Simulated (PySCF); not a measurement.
A series of related molecules.

All values: PBE0/def2-SVPD (PySCF) at PBE0-D3(BJ)/def2-SVP geometries, gas phase, one conformer each. Core orbitals are frozen in the response; Δα² is half the sum of the squared differences of the principal polarisabilities. Atoms past krypton carry effective core potentials. The calculation is non-relativistic apart from the core potentials, for germanium too.

Task: Rank by dipole moment, lowest first.
A. Si(NMe2)2Me2 (`CN(C)[Si](C)(C)N(C)C`)
B. SiI2Me2 (`C[Si](C)(I)I`)
C. Si(GeH3)2Me2 (`C[Si](C)([GeH3])[GeH3]`)
D. Si(eta1-allyl)2Me2 (`C=CC[Si](C)(C)CC=C`)
E. Si(OMe)2Me2 (`CO[Si](C)(C)OC`)

Result: A (0.15 D), D (0.72 D), C (1.42 D), E (1.60 D), B (2.34 D).

Task: Rank by HOMO–LUMO gap, highest first.
A. Si(eta1-allyl)2Me2 (`C=CC[Si](C)(C)CC=C`)
B. Si(OMe)2Me2 (`CO[Si](C)(C)OC`)
C. Si(GeH3)2Me2 (`C[Si](C)([GeH3])[GeH3]`)
D. SiI2Me2 (`C[Si](C)(I)I`)

Result: B (8.13 eV), C (7.41 eV), A (6.88 eV), D (6.31 eV).

Task: Rank by polarisability anisotropy Δα, highest first.
A. `C=CC[Si](C)(C)CC=C` (Si(eta1-allyl)2Me2)
B. `C[Si](C)(I)I` (SiI2Me2)
C. `C[Si](C)([GeH3])[GeH3]` (Si(GeH3)2Me2)
D. `CO[Si](C)(C)OC` (Si(OMe)2Me2)
E. `CN(C)[Si](C)(C)N(C)C` (Si(NMe2)2Me2)

Result: A (5.12 Å³), B (4.88 Å³), C (3.47 Å³), E (1.89 Å³), D (1.05 Å³).

All values together:

```json
{"SMILES": "C[Si](C)([GeH3])[GeH3]", "formula": "C2H12Ge2Si", "μ (D)": "1.42", "HOMO (eV)": "-7.42", "LUMO (eV)": "0.00", "α (Å³)": "18.40", "Δα (Å³)": "3.47", "electrons": "102", "α per electron (Å³)": "0.180", "ΔSCF removal energy (eV)": "–"}
{"SMILES": "C[Si](C)(I)I", "formula": "C2H6I2Si", "μ (D)": "2.34", "HOMO (eV)": "-7.37", "LUMO (eV)": "-1.06", "α (Å³)": "18.24", "Δα (Å³)": "4.88", "electrons": "138", "α per electron (Å³)": "0.132", "ΔSCF removal energy (eV)": "9.18"}
{"SMILES": "C=CC[Si](C)(C)CC=C", "formula": "C8H16Si", "μ (D)": "0.72", "HOMO (eV)": "-6.73", "LUMO (eV)": "0.15", "α (Å³)": "18.67", "Δα (Å³)": "5.12", "electrons": "78", "α per electron (Å³)": "0.239", "ΔSCF removal energy (eV)": "–"}
{"SMILES": "CN(C)[Si](C)(C)N(C)C", "formula": "C6H18N2Si", "μ (D)": "0.15", "HOMO (eV)": "-5.93", "LUMO (eV)": "0.48", "α (Å³)": "17.40", "Δα (Å³)": "1.89", "electrons": "82", "α per electron (Å³)": "0.212", "ΔSCF removal energy (eV)": "–"}
{"SMILES": "CO[Si](C)(C)OC", "formula": "C4H12O2Si", "μ (D)": "1.60", "HOMO (eV)": "-7.69", "LUMO (eV)": "0.44", "α (Å³)": "12.12", "Δα (Å³)": "1.05", "electrons": "66", "α per electron (Å³)": "0.184", "ΔSCF removal energy (eV)": "9.46"}
```

Conformers: `C=CC[Si](C)(C)CC=C`; `CN(C)[Si](C)(C)N(C)C`; `CO[Si](C)(C)OC`.

A dash marks a removal energy that wasn't run or isn't settled.
